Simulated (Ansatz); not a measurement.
The inner images of a band of Ge2H6O + H5NSi (16 atoms, charge 0, multiplicity 1) are given out of order.

Theory: Ansatz, RKS PBE/def2-SVP.

First end point:

```xyz
16
Properties=species:S:1:pos:R:3
Ge -0.415 -0.591 0.161
O 0.303 0.118 1.696
H -0.408 0.308 2.338
H 0.845 -1.136 -0.565
Ge -1.648 1.074 -1.151
H -2.832 0.340 -1.853
H -2.246 2.155 -0.216
H -0.767 1.727 -2.241
H -1.325 -1.786 0.592
N 0.992 2.648 0.334
H 1.858 2.542 -0.204
Si 0.604 4.265 0.879
H 0.616 5.183 -0.314
H -0.775 4.228 1.483
H 1.522 4.877 1.917
H 0.915 1.871 1.015
```

Last end point:

```xyz
16
Properties=species:S:1:pos:R:3
Ge 0.467 0.820 -0.768
O -0.943 0.625 2.191
H -1.652 1.252 2.423
H 1.059 1.336 -2.119
Ge -1.977 0.813 -0.774
H -2.539 -0.483 -0.148
H -2.526 2.059 -0.031
H -2.467 0.904 -2.251
H 1.080 -0.571 -0.457
N 1.079 1.936 0.643
H 1.946 1.566 1.053
Si 1.017 3.699 0.571
H 2.017 4.327 -0.371
H -0.363 4.072 0.104
H 1.264 4.252 1.949
H -0.221 1.216 1.855
```

Q: Put them in order from the first end to the last, with their energies above the first end.
A.
```xyz
16
Properties=species:S:1:pos:R:3
Ge 0.453 0.788 -0.724
O -0.899 0.536 2.163
H -1.640 1.108 2.432
H 1.106 1.228 -2.074
Ge -1.985 0.890 -0.811
H -2.636 -0.338 -0.139
H -2.484 2.193 -0.134
H -2.434 0.941 -2.303
H 0.998 -0.612 -0.340
N 1.073 1.941 0.657
H 1.961 1.592 1.041
Si 1.009 3.703 0.564
H 1.734 4.296 -0.621
H -0.434 4.118 0.468
H 1.621 4.258 1.821
H -0.203 1.181 1.871
```
B.
```xyz
16
Properties=species:S:1:pos:R:3
Ge -0.349 0.069 -0.384
O -0.252 0.294 1.429
H -1.127 0.194 1.848
H 0.846 0.891 -0.929
Ge -2.519 0.917 -1.110
H -3.624 0.202 -0.286
H -2.606 2.439 -0.829
H -2.766 0.652 -2.617
H -0.137 -1.441 -0.693
N 1.611 2.523 1.707
H 2.544 2.106 1.683
Si 1.279 3.950 0.776
H 1.562 3.887 -0.716
H -0.191 4.242 0.926
H 2.079 5.116 1.298
H 0.891 1.785 1.766
```
C.
```xyz
16
Properties=species:S:1:pos:R:3
Ge 0.370 0.800 -0.661
O -0.727 0.360 2.142
H -1.572 0.809 2.323
H 1.026 1.232 -2.012
Ge -2.055 1.028 -0.849
H -2.826 -0.025 -0.020
H -2.501 2.445 -0.394
H -2.449 0.868 -2.346
H 0.841 -0.631 -0.305
N 1.078 1.933 0.698
H 1.977 1.556 1.029
Si 1.061 3.697 0.595
H 1.663 4.246 -0.677
H -0.369 4.158 0.656
H 1.826 4.248 1.768
H -0.104 1.100 1.922
```
D.
```xyz
16
Properties=species:S:1:pos:R:3
Ge 0.045 0.641 -0.300
O -0.500 0.453 1.760
H -1.427 0.689 1.955
H 0.758 1.275 -1.583
Ge -2.314 1.059 -0.844
H -3.272 0.202 0.032
H -2.640 2.551 -0.543
H -2.635 0.806 -2.344
H 0.592 -0.811 -0.270
N 1.193 1.910 0.952
H 2.129 1.494 1.069
Si 1.227 3.666 0.629
H 1.811 3.950 -0.726
H -0.197 4.134 0.684
H 2.043 4.368 1.679
H 0.428 1.438 1.719
```
E.
```xyz
16
Properties=species:S:1:pos:R:3
Ge 0.239 0.778 -0.470
O -0.518 0.358 2.007
H -1.424 0.709 2.060
H 0.857 1.300 -1.809
Ge -2.189 1.041 -0.840
H -3.087 0.098 0.014
H -2.637 2.498 -0.542
H -2.501 0.758 -2.340
H 0.710 -0.684 -0.268
N 1.127 1.938 0.812
H 2.054 1.548 1.043
Si 1.144 3.693 0.611
H 1.742 4.128 -0.703
H -0.285 4.156 0.673
H 1.925 4.337 1.727
H 0.084 1.168 1.896
```
F.
```xyz
16
Properties=species:S:1:pos:R:3
Ge -0.342 -0.379 -0.316
O 0.030 0.171 1.386
H -0.767 0.151 1.949
H 1.030 -0.230 -1.019
Ge -2.090 1.033 -1.285
H -3.388 0.893 -0.445
H -1.639 2.514 -1.274
H -2.394 0.593 -2.742
H -0.757 -1.882 -0.271
N 1.554 2.745 1.679
H 2.555 2.603 1.515
Si 0.789 4.108 0.917
H 0.689 4.113 -0.600
H -0.625 4.189 1.431
H 1.537 5.362 1.290
H 1.058 1.839 1.657
```
G.
```xyz
16
Properties=species:S:1:pos:R:3
Ge -0.286 -0.428 -0.027
O 0.026 0.114 1.694
H -0.797 0.105 2.216
H 1.125 -0.383 -0.660
Ge -1.927 0.999 -1.153
H -3.361 0.484 -0.843
H -1.818 2.470 -0.691
H -1.711 0.922 -2.688
H -0.780 -1.910 0.032
N 1.219 2.593 0.634
H 2.202 2.406 0.413
Si 0.749 4.257 0.875
H 1.066 5.037 -0.373
H -0.737 4.276 1.119
H 1.396 5.002 2.026
H 0.875 1.879 1.296
```

A: G (+0.04 eV), F (+0.05 eV), B (+0.10 eV), D (+1.09 eV), E (+0.42 eV), C (+0.18 eV), A (+0.13 eV).

Time of the run: 5.9 min on 4 threads of AMD EPYC 9R45 96-Core Processor (Zen 5) (shared host), peak memory 0.31 GiB.
